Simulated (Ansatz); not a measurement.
Reaction (formal exchange of groups at the Si–Si bond): `O[SiH](F)[SiH2]S` + `C[SiH2]O` → `O[SiH2]C[SiH2]S` + `O[SiH2]F`

Computed with Ansatz on PBE0-D4/def2-TZVP structures; ΔE is electronic, products minus reactants. CCSD(T)/CBS is the MP2 limit (def2-TZVPP, def2-QZVPP) plus CCSD(T) − MP2 in def2-TZVPP, frozen cores. This one scheme is used for every species. Functionals use def2-TZVPP. B3LYP here is the variant with VWN-RPA as its local correlation; programs differ in this. Each species was taken in one conformer, which may not be the lowest.

CCSD(T)/CBS gives -0.17 eV.

Question: Another level gave -0.25 eV. Which?
A. CCSD/def2-TZVPP
B. HF/def2-TZVPP
C. B2PLYP/def2-TZVPP
D. B3LYP/def2-TZVPP

Answer: B. HF/def2-TZVPP -0.25, B3LYP -0.09, B2PLYP -0.16, CCSD/def2-TZVPP -0.20 eV.

Largest T1 diagnostic among the species: 0.013.

From PBE to PBE0 (25 % exact exchange), in def2-TZVPP and without D4, ΔE moves by −0.07 eV.
